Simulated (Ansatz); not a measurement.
`N[SiH2]OBF` + `N[SiH](S)Cl` → `N[SiH2]S[SiH](N)Cl` + `OBF`  (ligand exchange at the Si–O bond)

Calculated with Ansatz (gas phase, PBE0-D4/def2-TZVP geometries, no zero-point term in ΔE). CCSD(T)/CBS is the MP2 limit (def2-TZVPP, def2-QZVPP) plus CCSD(T) − MP2 in def2-TZVPP, frozen cores. This one scheme is used for every species. Functionals use def2-TZVPP. B3LYP here is the variant with VWN-RPA as its local correlation; programs differ in this. One conformer a species, not always the lowest.

(1) Is it downhill or uphill in electronic energy at CCSD(T)/CBS, and by how much? (An estimate is asked.)

(2) What do these levels give: r2SCAN-D4, PBE0-D4, ωB97X-V, PBE, r2SCAN, B3LYP, SCS-MP2/def2-TZVPP, CCSD/def2-TZVPP, CCSD(T)/def2-TZVPP, HF/def2-QZVPP, MP2/def2-QZVPP, SCS-MP2/def2-QZVPP? (An estimate is asked.)

Largest T1 diagnostic among the species: 0.013.

## Answers

(1) Ansatz gave: Uphill: ΔE = +0.31 eV.

(2) Ansatz gave: r2SCAN-D4 0.26, PBE0-D4 0.17, ωB97X-V 0.31, PBE 0.24, r2SCAN 0.29, B3LYP 0.46, SCS-MP2/def2-TZVPP 0.35, CCSD/def2-TZVPP 0.38, CCSD(T)/def2-TZVPP 0.32, HF/def2-QZVPP 0.64, MP2/def2-QZVPP 0.27, SCS-MP2/def2-QZVPP 0.35 eV.

From PBE to PBE0 (25 % exact exchange), in def2-TZVPP and without D4, ΔE moves by +0.03 eV. In def2-TZVPP, CCSD(T) changes the Hartree–Fock value by −0.30 eV (the triples alone add −0.06 eV) and MP2 by −0.35 eV.
